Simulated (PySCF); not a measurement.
**How methods differ on the excitation energy of Sb**

Sb [Kr] 4d10 5s2 5p3 (4S) → Sb [Kr] 4d10 5s1 5p3 5d1 (6D), as a difference of total energies. Calculation: PySCF 2.14, in aug-cc-pVTZ-DK3; the spin-free X2C one-electron Hamiltonian (Gaussian nucleus). Correlated levels: valence: [Kr] 4d10 frozen. The calculations carry no spin-orbit coupling.

```
           method  excitation energy (eV)
              UHF                  11.079
    MP2 (valence)                  12.145
SCS-MP2 (valence)                  12.480
   CCSD (valence)                  12.293
CCSD(T) (valence)                  12.350
```

**Question.** How much does correlation contribute at CCSD(T) (valence)?

**Answer.** 12.350 − (11.079) = 1.271 eV, measured against UHF.

A first-order spin-orbit estimate (lowest level to lowest level, LS coupling) adds -0.017 eV.

The upper state lies above the first ionisation limit, but in LS coupling its spin forbids autoionisation to the ground ion; at this Z spin-orbit coupling breaks that rule.

The promoted electron is Rydberg-like, and one or two diffuse shells describe it only roughly, which tends to raise the upper state.
